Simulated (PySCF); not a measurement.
## Basis-set dependence of population analyses: `C=C(F)B(N)N`

Compound: C₂H₆BFN₂.
Atom-mapped SMILES: `[CH2:1]=[C:2]([F:3])[B:4]([NH2:5])[NH2:6]` (hydrogens: H7, H8 on C1; H9, H10 on N5; H11, H12 on N6)

Cartesian coordinates in Å at the PBE0-D3(BJ)/def2-SVP level; atoms count from 1:
```xyz
12
C2H6BFN2 angstrom
C      1.8439    0.7613   -0.4299
C      0.7316    0.1008   -0.7537
F      0.6380   -0.4023   -2.0064
B     -0.5330   -0.2139    0.1499
N     -0.6628    0.3883    1.4215
N     -1.4717   -1.1182   -0.3854
H      1.9698    1.1675    0.5747
H      2.6542    0.9004   -1.1500
H     -0.0371    1.1071    1.7511
H     -1.4499    0.2293    2.0336
H     -2.3190   -1.4140    0.0764
H     -1.3212   -1.5331   -1.2940
```

PBE0 throughout (PySCF), one geometry, spherical d and f functions. Geometry: PBE0-D3(BJ)/def2-SVP; no solvent, vibrations or thermal averaging. Atoms taken as equivalent share a column and are averaged. The first 7 of 8 kinds of atom are listed.

Mulliken charges (e):

```csv
basis,functions,C1,C2,F3,B4,N5/N6,H7,H8
STO-3G,36,-0.218,-0.004,-0.093,+0.351,-0.480,+0.068,+0.073
6-31G,66,-0.439,+0.229,-0.359,+0.711,-0.880,+0.154,+0.173
pcSseg-0,66,-0.447,-0.056,-0.371,+0.965,-0.890,+0.205,+0.232
6-31G*,96,-0.499,+0.363,-0.349,+0.443,-0.831,+0.164,+0.180
cc-pVDZ,114,-0.092,+0.096,-0.213,-0.089,-0.073,+0.041,+0.047
def2-SVP,114,-0.142,+0.207,-0.249,-0.142,-0.147,+0.046,+0.060
aug-cc-pVDZ,192,+0.514,+0.702,-0.542,+0.629,-0.080,-0.472,-0.402
"6-311+G(2d,p)",198,-0.408,+0.206,-0.328,+0.687,-0.677,+0.107,+0.134
def2-TZVP,222,-0.305,+0.151,-0.215,+0.243,-0.537,+0.117,+0.134
cc-pVTZ,264,-0.317,+0.199,-0.201,+0.052,-0.283,+0.112,+0.122
IGLO-III,270,-0.276,+0.142,-0.265,+0.533,-0.549,+0.082,+0.121
```

IAO charges (e):

```csv
basis,functions,C1,C2,F3,B4,N5/N6,H7,H8
STO-3G,36,-0.323,+0.024,-0.103,+0.224,-0.473,+0.121,+0.131
6-31G,66,-0.358,+0.153,-0.269,+0.255,-0.586,+0.152,+0.165
pcSseg-0,66,-0.353,+0.149,-0.257,+0.219,-0.544,+0.146,+0.158
6-31G*,96,-0.354,+0.173,-0.275,+0.271,-0.585,+0.144,+0.157
cc-pVDZ,114,-0.360,+0.177,-0.275,+0.248,-0.576,+0.147,+0.157
def2-SVP,114,-0.350,+0.175,-0.275,+0.242,-0.565,+0.142,+0.154
aug-cc-pVDZ,192,-0.363,+0.180,-0.289,+0.261,-0.608,+0.155,+0.165
"6-311+G(2d,p)",198,-0.362,+0.178,-0.290,+0.266,-0.610,+0.155,+0.165
def2-TZVP,222,-0.364,+0.181,-0.289,+0.267,-0.607,+0.153,+0.164
cc-pVTZ,264,-0.366,+0.181,-0.286,+0.266,-0.604,+0.153,+0.163
IGLO-III,270,-0.364,+0.180,-0.290,+0.267,-0.611,+0.155,+0.166
```

Some averages cover members that differ in this geometry, most widely: N5/N6, Mulliken in aug-cc-pVDZ -0.110 to -0.050; N5/N6, Mulliken in 6-311+G(2d,p) -0.703 to -0.651 e.

Q: Which scheme is steadiest as the basis changes?

A: Largest range over the bases for any column: IAO 0.19 e, Mulliken 1.11 e. IAO charges move least and Mulliken charges most, counted in e. Without the minimal STO-3G basis the ranges are IAO 0.07, Mulliken 1.11 e.

Q: How much do the charges still move between the two largest bases, cc-pVTZ and IGLO-III?

A: At most, over all atoms: Mulliken 0.481 e, IAO 0.007 e.

Q: What do the same runs give for the total energy, the frontier levels and the dipole moment?

A: 
| basis | energy (Eh) | HOMO (eV) | LUMO (eV) | μ (D) |
| --- | --- | --- | --- | --- |
| STO-3G | -309.6042 | -3.97 | 3.51 | 2.19 |
| 6-31G | -313.6627 | -6.69 | 0.27 | 2.60 |
| pcSseg-0 | -313.0363 | -6.82 | 0.17 | 2.72 |
| 6-31G* | -313.7203 | -6.64 | 0.37 | 2.36 |
| cc-pVDZ | -313.7548 | -6.74 | 0.21 | 2.41 |
| def2-SVP | -313.5074 | -6.83 | 0.13 | 2.47 |
| aug-cc-pVDZ | -313.7873 | -7.10 | -0.34 | 2.26 |
| 6-311+G(2d,p) | -313.8428 | -7.11 | -0.33 | 2.31 |
| def2-TZVP | -313.8684 | -7.07 | -0.19 | 2.30 |
| cc-pVTZ | -313.8577 | -7.00 | -0.09 | 2.29 |
| IGLO-III | -313.8777 | -7.10 | -0.30 | 2.29 |

The dipole is fixed by the density alone, so its range of 0.53 D shows that the density itself changes with the basis, not only its division among atoms.
